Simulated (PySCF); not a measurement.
AlClH4Si. Atoms are numbered in the order given.

```xyz
7

Al    -0.4268    -0.7154    -0.1472
Cl     0.9679    -0.8884     1.4192
H     -1.2676    -2.0115    -0.4821
Si    -0.5634     1.4693    -1.2383
H     -0.9667     2.5105    -0.2519
H     -1.5508     1.4795    -2.3532
H      0.7657     1.8543    -1.7902
```
Charge 0, spin multiplicity 1.

Coordinates come from a PBE0-D3(BJ)/def2-TZVP optimisation.

Method: PySCF with CAM-B3LYP/def2-TZVPD.

Mulliken values depend strongly on the basis, most of all with diffuse functions as here. Atomic charges (e):

```
atom  Mulliken    IAO
----  --------  -----
Al1       0.36   0.70
Cl2      -0.22  -0.37
H3       -0.08  -0.21
Si4       0.20   0.19
H5       -0.09  -0.10
H6       -0.08  -0.11
H7       -0.08  -0.10
```
